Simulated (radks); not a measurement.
Ionisation of the chlorine ion Cl3+, [Ne] 3s2 3p2, to [Ne] 3s2 3p1 as the strength of local exchange is varied. Method: scalar-relativistic Kohn-Sham, Slater X-alpha exchange (alpha = 2/3 is LDA exchange), no correlation, spin-unpolarised, spherical densities, finite nucleus; Fermi nuclear charge, rms radius 3.3654 fm; computed with a radial shooting solver on a logarithmic mesh with Libxc functionals.

| alpha | E(Cl3+) (hartree) | exchange (hartree) | IE (eV) | -e of the level emptied (eV) | <r> of it (bohr) |
|---|---|---|---|---|---|
| 0.579 | -452.90182 | -20.95544 | 49.267 | 42.177 (3p) | 1.545 |
| 0.654 | -455.62319 | -23.77806 | 50.616 | 43.484 (3p) | 1.527 |
| 0.667 | -456.09616 | -24.26984 | 50.852 | 43.712 (3p) | 1.524 |
| 0.73 | -458.39352 | -26.66362 | 52.003 | 44.829 (3p) | 1.508 |
| 0.851 | -462.83046 | -31.31029 | 54.252 | 47.016 (3p) | 1.480 |
| 0.922 | -465.44900 | -34.06689 | 55.595 | 48.324 (3p) | 1.464 |
| 0.945 | -466.29965 | -34.96464 | 56.034 | 48.752 (3p) | 1.459 |
| 0.959 | -466.81800 | -35.51223 | 56.302 | 49.013 (3p) | 1.456 |

NIST Atomic Spectra Database: 53.2 +/- 0.12 eV (semi-empirical). The Delta-SCF value meets it near alpha = 0.80. Spin polarisation and multiplet splitting are left out, so open shells lie too high by an amount that depends on their filling.

Beside tabulated values, note that spin-unpolarised runs miss the spin-polarisation part of the exchange energy of open shells.
